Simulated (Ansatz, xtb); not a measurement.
## Ligand exchange: CH3I + ICl → I2 + CH3Cl

Species: CH3I `CI`, singlet; ICl (iodine monochloride), singlet; I2, singlet; CH3Cl (chloromethane) `CCl`, singlet. The partners trade CH3 for I: I–CH3 and Cl–I bonds give way to I–I and Cl–CH3.

Shapes, held fixed at every level: PBE0-D4/def2-TZVP. Programs: Ansatz 0.2.0, xtb 6.7.1. The zero-point and thermal change to 298 K, harmonic and unscaled (PBE0-D4/def2-TZVP), is +2.2 kJ/mol.

(1) Estimate the reaction enthalpy at 298 K.

## Answers

(1) From tabulated heats of formation (Active Thermochemical Tables), ΔH(298 K) = -52.6 kJ/mol. Nearest: B2PLYP/def2-TZVPP (+0.4); farthest: GFN1-xTB (-13.7). 7 of 9 levels lie within 10 kJ/mol. For atoms past krypton def2 sets carry core potentials with scalar relativity. Correlated rows may include outer-core shells of I, which these sets cover unevenly. Times are processor times on shared x86 and Arm servers, and rough.

```csv
level,kind,ΔH (kJ/mol),computed − measured,CPU time (all species)
GFN1-xTB,semi-empirical,-66.3,-13.7,0.17 s
SPW92/def2-TZVPP,LDA,-53.0,-0.5,5.7 s
r2SCAN-D4/def2-TZVPP,meta-GGA,-53.9,-1.4,19 s
BHLYP-D4/def2-TZVPP,global hybrid,-59.1,-6.6,12 s
PBE0-D4/def2-TZVPP,global hybrid,-56.2,-3.6,9.9 s
B2PLYP/def2-TZVPP,double hybrid,-52.1,+0.4,18 s
MP2/def2-SVP,perturbation theory,-64.6,-12.1,–
CCSD(T)/def2-SVP,coupled cluster or CI,-61.2,-8.6,7.9 s
CCSD(T)/def2-TZVPP,coupled cluster or CI,-47.9,+4.6,57 s
```
